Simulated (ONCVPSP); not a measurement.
# How hard is this Co (Z = 27) ONCV potential?

* Element: cobalt (Co)
* Generator: ONCVPSP 4.0.1
* Type: optimised norm-conserving Vanderbilt (ONCV)
* Functional: PBE
* Relativity: scalar-relativistic
* Frozen core: [Ne]
* Valence charge: 17
* Reference configuration: 3s2 3p6 3d7 (charge +2)
* Partial waves: 3s: rc 1.30 bohr, ncon 5, nbas 8, qcut 9.4 1/bohr, 2 projectors, debl 2.6 Ha; 3p: rc 0.75 bohr, ncon 4, nbas 7, qcut 11.3 1/bohr, 2 projectors, debl 2.9 Ha; 3d: rc 1.60 bohr, ncon 4, nbas 9, qcut 9.5 1/bohr, 3 projectors, debl 3.2 Ha
* Local potential: polynomial inside 0.60 bohr (lpopt 2, dvloc0 4 Ha)
* Core correction: Teter function, fcfact 2.75, rcfact 1

In the s channel the program set the typed energies aside and used -4.464, 0.250 Ha. In the p channel the program set the typed energies aside and used -3.114, 0.250 Ha.

Question: For each optimised wave give the share of its norm inside rc, the residual kinetic energy above qcut (Ha) and the cutoffs (Ha) for errors of 10, 1, 0.1 and 0.01 mHa per electron.

Answer:

| wave | norm inside rc | residual KE | 10 mHa | 1 mHa | 0.1 mHa | 0.01 mHa |
| --- | --- | --- | --- | --- | --- | --- |
| 3s | 0.948 | 7.1e-05 | 27.3 | 36.0 | 43.4 | 94.4 |
| s projector 2 | 0.040 | 2.9e-05 | 11.1 | 31.0 | 39.9 | 62.5 |
| 3p | 0.470 | 1.5e-03 | 28.2 | 70.4 | 225.4 | 268.4 |
| p projector 2 | 0.021 | 1.1e-04 | 19.6 | 28.2 | 65.8 | 310.7 |
| 3d | 0.863 | 1.2e-05 | 31.8 | 37.2 | 41.4 | 47.7 |
| d projector 2 | 0.084 | 6.9e-05 | 32.1 | 38.8 | 44.3 | 111.1 |
| d projector 3 | 0.072 | 7.1e-04 | 37.5 | 44.2 | 67.3 | 162.9 |

The occupied waves need 70 Ha and 225 Ha for 1 and 0.1 mHa.
